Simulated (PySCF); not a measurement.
ClH₃Si. Atoms are numbered in the order given.

```xyz
5

Si     0.0000     0.0000    -0.9919
Cl     0.0000     0.0000     1.0744
H      1.2122     0.6999    -1.4596
H     -1.2122     0.6999    -1.4596
H      0.0000    -1.3997    -1.4596
```

Coordinates come from a B3LYP-D3(BJ)/def2-TZVP optimisation. The isomer is the one that the SMILES or the coordinates give; other isomers of the formula were not compared.

The numbers are results of KT2/pcSseg-2 (PySCF), not measurements.

GIAO shieldings, no solvent; atoms alike by connectivity are averaged. δ = σ(ref) − σ: ²⁹Si against TMS (σ = 351.7 ppm); ³⁵Cl against HCl (σ = 945.0 ppm); ¹H against TMS (σ = 31.47 ppm), references at their B3LYP-D3(BJ)/def2-TZVP geometries, non-relativistic (without spin–orbit terms, shifts of atoms bonded to Cl or Br come out too high).

Computed chemical shifts:
```tsv
nucleus	atoms	count	δ (ppm)
²⁹Si	Si1	1	-36.4
³⁵Cl	Cl2	1	-76.8
¹H	H3, H4, H5	3	5.30
```
